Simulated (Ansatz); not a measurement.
Relaxation of BCl$_{3}$H$_{4}$Si (9 atoms, charge 0, multiplicity 1), to a largest force component of 0.03 eV/Å in at most 50 steps.

All numbers below come from UKS PBE/def2-SVP in Ansatz 0.2.0.

```xyz
9
Properties=species:S:1:pos:R:3
B -0.331 -0.995 0.660
Cl -1.900 0.364 -1.725
Cl -0.273 -2.647 0.059
Cl -1.503 -0.591 1.915
H -1.194 1.298 -1.121
Si 1.023 0.346 0.136
H 0.385 1.709 -0.046
H 2.029 0.503 1.251
H 1.764 0.013 -1.129
```

Problem. Where does it end, and by what steps?

Solution. The run converged. The force dipped under the threshold on the way, but the program's further checks kept it going. After 24 steps the energy has fallen by 0.079 eV; H5 moved furthest, 1.10 Å.

```tsv
step	energy less start (eV)	largest force component (eV/Å)	accepted
0	0.0000	0.593	yes
1	-0.0330	0.273	yes
2	0.0793	1.043	no
3	-0.0417	0.155	yes
4	-0.0425	0.173	yes
5	-0.0449	0.042	yes
6	-0.0458	0.140	yes
7	-0.0460	0.170	yes
8	-0.0436	0.514	no
9	-0.0505	0.062	yes
10	-0.0517	0.231	yes
11	-0.0521	0.077	yes
12	-0.0591	0.024	yes
13	-0.0434	0.802	no
14	-0.0606	0.182	yes
15	-0.0585	0.370	no
16	-0.0633	0.074	yes
17	-0.0651	0.055	yes
18	-0.0676	0.089	yes
19	-0.0694	0.328	yes
20	-0.0759	0.075	yes
21	-0.0750	0.170	no
22	-0.0783	0.044	yes
23	-0.0717	0.367	no
24	-0.0789	0.015	yes
```

```xyz
9
Properties=species:S:1:pos:R:3
B -0.300 -0.904 0.655
Cl -1.690 0.672 -2.043
Cl -0.181 -2.626 0.327
Cl -1.737 -0.328 1.530
H -2.133 0.802 -0.827
Si 1.201 0.365 0.159
H 0.760 1.802 0.167
H 2.278 0.206 1.206
H 1.802 0.013 -1.173
```

Whether the end is a true minimum wasn't checked by a vibrational analysis.

Run time: 79 s on 4 threads of Arm Neoverse N1, with other jobs on the host, peak memory 0.19 GiB.
